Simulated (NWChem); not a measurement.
System meant: GeH cation, singlet

Here is an NWChem input.

```
start job
memory heap 200 mb stack 700 mb global 900 mb
charge 1
geometry units angstroms noautosym nocenter noautoz
  Ge     0.000000     0.000000    -0.037060
  H      0.000000     0.000000     1.568795
end
basis spherical
  Ge library def2-svp
  H library def2-svp
end
dft
  xc m06-l
  iterations 150
end
property
  shielding
end
task dft property
```

End of the output:

```
 Vector   19  Occ=0.000000D+00  E=-1.948168D-01
              MO Center=  1.3D-09,  1.7D-09,  2.9D-01, r^2= 3.4D+00
   Bfn.  Coefficient  Atom+Function         Bfn.  Coefficient  Atom+Function
  ----- ------------  ---------------      ----- ------------  ---------------
    34      1.175726  2 H  s                 17     -0.969703  1 Ge pz
     4     -0.463934  1 Ge s                 14     -0.417736  1 Ge pz
     5     -0.381983  1 Ge s                 33      0.330613  2 H  s
    11      0.191653  1 Ge pz                 3      0.175866  1 Ge s
    30      0.149993  1 Ge d  0              20     -0.105834  1 Ge d  0

 center of mass
 --------------
 x =   0.00000000 y =   0.00000000 z =  -0.02921671

 moments of inertia (a.u.)
 ------------------
           9.156182440218           0.000000000000           0.000000000000
           0.000000000000           9.156182440218           0.000000000000
           0.000000000000           0.000000000000           0.000000000000

     Multipole analysis of the density
     ---------------------------------

     L   x y z        total         alpha         beta         nuclear
     -   - - -        -----         -----         ----         -------
     0   0 0 0      1.000000    -16.000000    -16.000000     33.000000

     1   1 0 0      0.000000      0.000000      0.000000      0.000000
     1   0 1 0      0.000000      0.000000      0.000000      0.000000
     1   0 0 1      0.078467     -0.322531     -0.322531      0.723529

     2   2 0 0     -9.044664     -4.522332     -4.522332      0.000000
     2   1 1 0     -0.000000     -0.000000     -0.000000      0.000000
     2   1 0 1     -0.000000     -0.000000     -0.000000      0.000000
     2   0 2 0     -9.044664     -4.522332     -4.522332      0.000000
     2   0 1 1     -0.000000     -0.000000     -0.000000      0.000000
     2   0 0 2    -11.816407    -10.381083    -10.381083      8.945759

          -----------------------------------------
          Chemical Shielding Tensors (GIAO, in ppm)
          -----------------------------------------

 ------------------------------------------------------------------------
  xm06: d2 not coded                    0
 ------------------------------------------------------------------------
 ------------------------------------------------------------------------
  current input line :
    19: task dft property
 ------------------------------------------------------------------------
 ------------------------------------------------------------------------
 This error has not yet been assigned to a category
 ------------------------------------------------------------------------
 For more information see the NWChem manual at https://nwchemgit.github.io

0: xm06: d2 not coded:Received an Error in Communication
```

**Question.** Can this run be used? If not, why, and what is the fix?

**Answer.** The program stopped with an error. Cause: this functional's second derivatives, which shieldings need, aren't coded here; the fix takes a hybrid GGA instead. This input runs:
```
start job
memory heap 200 mb stack 700 mb global 900 mb
charge 1
geometry units angstroms noautosym nocenter noautoz
  Ge     0.000000     0.000000    -0.037060
  H      0.000000     0.000000     1.568795
end
basis spherical
  * library def2-svp
end
dft
  xc pbe0
  iterations 150
end
property
  shielding
end
task dft property
```
It converges to -2076.71283 Ha (PBE0/def2-SVP, GIAO).
